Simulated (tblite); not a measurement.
Species: BH7O5Si3.
Numbering: `[OH:1][B:2]([OH:3])[SiH:4]1[O:5][SiH2:6][O:7][SiH2:8][O:9]1` (hydrogens: H10 on O1; H11 on O3; H12 on Si4; H13, H14 on Si6; H15, H16 on Si8)

Computed with GFN2-xTB (tblite), gas phase: L-BFGS steps from a force-field or distance-geometry start until the largest atomic force falls under 0.01 eV/Å.

Step 77: E = -836.6374 eV
```
atom  x, y, z in Å  |  force x, y, z in eV/Å
O1      3.3395    0.1658   -1.0023    0.050   0.004  -0.047
B2      2.3254   -0.0806   -0.1480    0.003   0.010  -0.006
O3      2.6759   -0.5629    1.0747    0.007  -0.005   0.031
Si4     0.5183    0.2811   -0.8173    0.010  -0.025   0.007
O5     -0.2528    1.3853    0.1323   -0.017  -0.036  -0.032
Si6    -1.7588    1.4077    0.7333    0.023   0.000   0.025
O7     -2.4694   -0.0335    0.4819    0.048   0.020   0.001
Si8    -1.8878   -1.3828   -0.2162    0.054   0.032   0.005
O9     -0.3890   -1.0945   -0.7637   -0.004   0.010   0.011
H10     4.2212   -0.0268   -0.6665   -0.081   0.000   0.035
H11     1.9668   -0.7379    1.6905   -0.011  -0.007   0.006
H12     0.3324    0.7772   -2.1863   -0.051   0.010   0.001
H13    -1.6012    1.5609    2.1727   -0.001  -0.010   0.014
H14    -2.5369    2.4031    0.0160   -0.013  -0.027  -0.034
H15    -1.7444   -2.3790    0.8389   -0.013   0.010  -0.022
H16    -2.7467   -1.6740   -1.3515   -0.004   0.015   0.004
```

Step 78: E = -836.6385 eV
```
atom  x, y, z in Å  |  force x, y, z in eV/Å
O1      3.3425    0.1660   -0.9953   -0.005  -0.008  -0.037
B2      2.3217   -0.0802   -0.1482   -0.009   0.010  -0.021
O3      2.6648   -0.5676    1.0751    0.010   0.013   0.006
Si4     0.5174    0.2851   -0.8275    0.020  -0.003   0.006
O5     -0.2535    1.3890    0.1225   -0.026  -0.041  -0.022
Si6    -1.7556    1.4057    0.7337    0.020   0.016   0.027
O7     -2.4609   -0.0409    0.4976    0.053   0.039  -0.004
Si8    -1.8836   -1.3841   -0.2157    0.054   0.034   0.017
O9     -0.3929   -1.0881   -0.7791    0.008   0.000   0.001
H10     4.2168   -0.0366   -0.6494   -0.020   0.002   0.037
H11     1.9532   -0.7364    1.6892   -0.026  -0.017   0.015
H12     0.3296    0.7869   -2.1950   -0.039  -0.001   0.014
H13    -1.5905    1.5703    2.1711    0.000  -0.018   0.012
H14    -2.5401    2.3970    0.0168   -0.014  -0.038  -0.033
H15    -1.7220   -2.3824    0.8339   -0.018  -0.003  -0.012
H16    -2.7545   -1.6749   -1.3411   -0.010   0.014  -0.006
```

Step 79: E = -836.6393 eV
```
atom  x, y, z in Å  |  force x, y, z in eV/Å
O1      3.3459    0.1642   -0.9915   -0.049  -0.014  -0.007
B2      2.3190   -0.0799   -0.1499   -0.006   0.001  -0.018
O3      2.6557   -0.5719    1.0744   -0.024   0.028   0.002
Si4     0.5174    0.2893   -0.8355    0.018   0.009   0.002
O5     -0.2551    1.3917    0.1143   -0.015  -0.030  -0.009
Si6    -1.7530    1.4043    0.7345    0.020   0.034   0.014
O7     -2.4529   -0.0457    0.5080    0.035   0.041   0.001
Si8    -1.8784   -1.3843   -0.2147    0.026   0.026  -0.006
O9     -0.3945   -1.0824   -0.7902    0.027  -0.014  -0.010
H10     4.2134   -0.0436   -0.6340    0.025   0.000   0.029
H11     1.9413   -0.7356    1.6879    0.000  -0.015  -0.015
H12     0.3259    0.7951   -2.2008   -0.028  -0.006   0.011
H13    -1.5824    1.5764    2.1694    0.005  -0.020   0.033
H14    -2.5437    2.3909    0.0183   -0.020  -0.034  -0.037
H15    -1.7060   -2.3833    0.8303   -0.013  -0.026   0.011
H16    -2.7601   -1.6764   -1.3320    0.000   0.019  -0.002
```

Problem. Estimate the geometry and energy of step 80. (The exact step hangs on the optimiser's Hessian estimate; all steps are aligned on step 79, rigid shifts and turns removed.)

Solution. E = -836.6398 eV, largest force 0.074 eV/Å
```
atom  x, y, z in Å  |  force x, y, z in eV/Å
O1      3.3478    0.1610   -0.9868   -0.073  -0.012   0.004
B2      2.3163   -0.0810   -0.1501   -0.017  -0.003  -0.019
O3      2.6467   -0.5750    1.0755   -0.017   0.039  -0.011
Si4     0.5181    0.2925   -0.8436    0.005   0.009  -0.009
O5     -0.2573    1.3935    0.1044   -0.004  -0.011   0.012
Si6    -1.7499    1.4038    0.7359    0.009   0.031   0.008
O7     -2.4445   -0.0506    0.5221    0.041   0.028  -0.003
Si8    -1.8743   -1.3840   -0.2139    0.018   0.018  -0.002
O9     -0.3981   -1.0764   -0.8060    0.020  -0.024  -0.004
H10     4.2106   -0.0480   -0.6203    0.060  -0.006   0.027
H11     1.9308   -0.7356    1.6879   -0.008  -0.017  -0.016
H12     0.3274    0.8050   -2.2065   -0.018  -0.012   0.009
H13    -1.5729    1.5846    2.1688    0.007  -0.020   0.030
H14    -2.5499    2.3803    0.0165   -0.021  -0.025  -0.033
H15    -1.6888   -2.3868    0.8264   -0.014  -0.017   0.002
H16    -2.7695   -1.6746   -1.3217    0.012   0.021   0.006
```

The energy changes by -0.0006 eV. The first-order estimate −F·Δx gives -0.0008 eV and the mean of the old and new forces, exact on a quadratic surface, -0.0006 eV. The step makes an angle of 83° with the force vector and moves no atom by more than 0.018 Å.

What follows is the cost of the whole relaxation. Time: 1.9 s. Hardware: one thread, Arm Neoverse N1 (aarch64), no GPU, shared host with 64 logical CPUs at a one-minute load of 61.
